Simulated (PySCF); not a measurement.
PySCF 2.14 output of an unrestricted revPBE calculation on a single atom or ion in x2c-TZVPPall, with scalar relativity by spin-free X2C-1e:

```
SCF conv_tol = 1e-09
number electrons alpha = 35  beta = 31
    Y. Zhang and W. Yang.,  Phys. Rev. Lett. 80, 890 (1998)
    J. P. Perdew, K. Burke, and M. Ernzerhof.,  Phys. Rev. Lett. 77, 3865 (1996)
    J. P. Perdew, K. Burke, and M. Ernzerhof.,  Phys. Rev. Lett. 78, 1396 (1997)
cycle= 1 E= -12156.9825508464  delta_E= -0.00449  |g|= 0.667  |ddm|= 0.649
cycle= 2 E= -12156.7865828867  delta_E= 0.196  |g|= 1.58  |ddm|= 0.763
cycle= 3 E= -12157.0289730945  delta_E= -0.242  |g|= 0.0581  |ddm|= 0.549
cycle= 4 E= -12157.0294146375  delta_E= -0.000442  |g|= 0.00936  |ddm|= 0.0376
cycle= 5 E= -12157.0294274184  delta_E= -1.28e-05  |g|= 0.000876  |ddm|= 0.011
cycle= 6 E= -12157.029427698  delta_E= -2.8e-07  |g|= 0.000137  |ddm|= 0.00268
cycle= 7 E= -12157.0294277273  delta_E= -2.93e-08  |g|= 4.18e-05  |ddm|= 0.0006
cycle= 8 E= -12157.0294277349  delta_E= -7.55e-09  |g|= 8.58e-06  |ddm|= 0.000383
cycle= 9 E= -12157.0294277356  delta_E= -6.8e-10  |g|= 1.66e-06  |ddm|= 0.000138
converged SCF energy = -12157.0294277356  <S^2> = 6.0047211  2S+1 = 5.0018881
```

The run itself started from symmetry-adapted Hartree-Fock orbitals and held the occupation by maximum overlap, on a logarithmic radial grid, so the iterations belong to that start.

**Question.** Which element, charge and spin multiplicity is this?

**Answer.** Dy (dysprosium, neutral), multiplicity 5; the state was [Xe] 4f10 6s2, one real determinant.

⟨L²⟩ = 34.00 against 42 for a pure I term, so this real determinant mixes terms. Spin-orbit coupling, absent here, splits the open shell strongly.
